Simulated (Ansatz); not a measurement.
CH4AlFOSi, SMILES `F[SiH]1O[CH2][AlH]1`. Charge 0, multiplicity 1. All single points use the PBE0-D4/def2-TZVP geometry.

```xyz
9

F     1.417   -1.908    1.017
Si    0.970   -0.364    0.986
O    -0.682   -0.212    0.931
C    -1.185    0.134   -0.387
Al    0.579    0.612   -1.202
H     1.469    0.182    2.274
H    -1.913    0.945   -0.276
H    -1.720   -0.722   -0.811
H     1.065    1.334   -2.532
```

Problem. What is the dipole moment at ωB97M-V/def2-TZVPP? (Estimate.)

Solution. Computed: 2.79 D, with components (0.07, 1.79, -2.14) D in this frame, pointing from negative to positive charge.

Problem. And with PBE, r2SCAN, B3LYP? (An estimate is asked.)

Solution. Ansatz gave: PBE 2.44 D, r2SCAN 2.56 D, B3LYP 2.73 D.

Problem. Give the Mulliken charges with ωB97M-V, r2SCAN, PBE in def2-TZVPP. (Estimate.)

Solution. Ansatz gave: 
```json
{"atom": "F1", "ωB97M-V": "-0.31", "r2SCAN": "-0.32", "PBE": "-0.28"}
{"atom": "Si2", "ωB97M-V": "0.49", "r2SCAN": "0.54", "PBE": "0.46"}
{"atom": "O3", "ωB97M-V": "-0.34", "r2SCAN": "-0.36", "PBE": "-0.27"}
{"atom": "C4", "ωB97M-V": "-0.23", "r2SCAN": "-0.12", "PBE": "-0.15"}
{"atom": "Al5", "ωB97M-V": "0.30", "r2SCAN": "0.37", "PBE": "0.24"}
{"atom": "H6", "ωB97M-V": "-0.06", "r2SCAN": "-0.11", "PBE": "-0.09"}
{"atom": "H7", "ωB97M-V": "0.11", "r2SCAN": "0.06", "PBE": "0.09"}
{"atom": "H8", "ωB97M-V": "0.11", "r2SCAN": "0.06", "PBE": "0.09"}
{"atom": "H9", "ωB97M-V": "-0.07", "r2SCAN": "-0.13", "PBE": "-0.08"}
```

B3LYP here is the variant with VWN-RPA as its local correlation; programs differ in this.
